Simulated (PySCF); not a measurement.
## Computed vibrations of [La3]−

[La3]− (singlet). PySCF 2.14.0, RKS BP86, La def2-SVP with ECP46; non-relativistic Hamiltonian with scalar-relativistic core potentials where named; density fitting; no spin-orbit coupling. Central differences of gradients.

```xyz
3

La    0.0000    0.0000    2.9900
La    0.0000    0.0000    0.0000
La    0.0000    0.0000   -2.9900
```

Run from Python with OMP_NUM_THREADS=2. Where DIIS fails, smearing, a level shift and second-order steps follow.
It took 53 s on 2 threads of Arm Neoverse V1, with other jobs on the host.

Task: What are the harmonic wavenumbers and infrared intensities?

Result: Modes are labelled in D∞h; negative numbers are unstable modes, those under 60 cm⁻¹ near the noise; a finer grid moves soft modes by up to 10 cm⁻¹.
| cm⁻¹ | km/mol | symmetry |
| --- | --- | --- |
| 31 | 3.1 | πu |
| 31 | 3.1 | πu |
| 106 | 0.0 | σg+ |
| 169 | 9.5 | σu+ |

Task: Is this a minimum?

Result: Yes, within the noise of the softest modes. Ideal gas at 298.15 K and 1 bar: S = 345.0 J/(mol K), Cp = 61.7 J/(mol K), H − H(0 K) = 16.8 kJ/mol (rigid rotor, harmonic modes, spin degeneracy alone; the modes under 60 cm⁻¹ make these uncertain).
